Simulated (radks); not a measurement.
Results of a calculation; reference values are marked as such.
Spin polarisation of the 4f6 shell in Eu3+. Start: [Xe] 4f(up 3, down 3); electrons of 4f are moved from spin down to spin up, other shells keep equal spins. Code: a radial shooting solver on a logarithmic mesh with Libxc functionals. Model: scalar-relativistic Kohn-Sham, r2SCAN, spin-polarised, spherical densities, finite nucleus; meta-GGA in the generalised Kohn-Sham scheme; Fermi nuclear charge, rms radius of each element as measured or else 0.836 A^(1/3) + 0.57 fm.

moment (Bohr magnetons),E - E(0) (eV),e(4f up) (eV),e(4f down) (eV),5p down minus up (eV),5s down minus up (eV)
0,0.000,-32.692,-32.692,0.000,0.000
1,-0.260,-33.189,-32.150,0.383,0.541
2,-1.040,-33.643,-31.564,0.768,1.083
3,-2.339,-34.051,-30.934,1.157,1.628
4,-4.158,-34.413,-30.258,1.552,2.179
5,-6.496,-34.727,-29.537,1.955,2.737
6,-9.351,-34.992,-28.768,2.368,3.305

At moment 6 the spin-polarisation energy is -9.351 eV and the 4f exchange splitting 6.224 eV, that is 1.037 eV per Bohr magneton; E = -I m^2/4 would give I = 1.039 eV.
